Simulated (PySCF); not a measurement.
C4H10B, SMILES [B](CC)CC (connectivity only; charge and spin as stated), charge +1, multiplicity 1. Atoms are numbered in the order given.

```xyz
15

C     -0.3118    -2.5569     0.0000
C      0.6377    -1.3370     0.0000
B      0.0000     0.0000     0.0000
C     -0.6377     1.3370     0.0000
C      0.3118     2.5569     0.0000
H     -0.9503    -2.5697     0.8932
H      0.2929    -3.4728     0.0000
H     -0.9503    -2.5697    -0.8932
H      1.3146    -1.3444    -0.8822
H      1.3146    -1.3444     0.8822
H     -1.3146     1.3444    -0.8822
H     -1.3146     1.3444     0.8822
H     -0.2929     3.4728     0.0000
H      0.9503     2.5697     0.8932
H      0.9503     2.5697    -0.8932
```
Charge +1, spin multiplicity 1.

The structure is a stationary point at PBE0-D3(BJ)/def2-SVP. The multiplicity is an assumed one; no other spin state was optimised. The isomer is the one that the SMILES or the coordinates give; other isomers of the formula were not compared. One conformer was computed; it need not be the lowest.

Calculation: PBE0-D3(BJ)/def2-SVP run with PySCF.

No scaling factor is applied to the harmonic values.

Computed harmonic wavenumbers and intensities:
```csv
mode,ν (cm⁻¹),IR (km/mol),moving atoms (share of kinetic energy)
1,22,2.8,"C 50 %, H 42 %, B 9 %"
2,78,2.4,"C 50 %, H 30 %, B 20 %"
3,130,0.0,"H 87 %, B 11 %"
4,167,0.0,"C 77 %, H 23 %"
5,182,0.0,"H 87 %, C 13 %"
6,305,0.0,"H 67 %, B 31 %"
7,539,0.0,"H 78 %, C 22 %"
8,599,20.0,"B 67 %, C 21 %, H 12 %"
9,667,0.0,"C 69 %, H 31 %"
10,738,58.4,"H 58 %, C 22 %, B 20 %"
11,903,0.0,H 96 %
12,949,0.0,"H 89 %, C 11 %"
13,955,2.6,"H 55 %, C 43 %"
14,988,6.0,"H 72 %, C 17 %, B 11 %"
15,1010,0.0,"C 73 %, H 27 %"
16,1016,51.6,"C 54 %, H 41 %"
17,1156,35.6,"H 69 %, B 19 %, C 12 %"
18,1192,0.0,"H 77 %, C 23 %"
19,1210,2.2,"H 81 %, C 17 %"
20,1260,0.0,"H 52 %, C 48 %"
21,1325,44.7,H 93 %
22,1343,0.0,"H 90 %, C 10 %"
23,1394,38.2,"H 83 %, C 16 %"
24,1398,0.0,"H 85 %, C 15 %"
25,1460,10.7,H 90 %
26,1470,0.0,H 96 %
27,1474,0.0,H 97 %
28,1475,36.0,H 97 %
29,1547,481.9,"B 47 %, C 37 %, H 16 %"
30,2998,116.9,H 95 %
31,3005,0.0,H 95 %
32,3049,40.5,"H 91 %, C 9 %"
33,3052,0.0,"H 91 %, C 9 %"
34,3089,4.5,H 97 %
35,3089,0.0,H 97 %
36,3198,0.1,"H 90 %, C 10 %"
37,3198,0.0,"H 90 %, C 10 %"
38,3200,0.0,"H 90 %, C 10 %"
39,3200,4.5,"H 90 %, C 10 %"
```
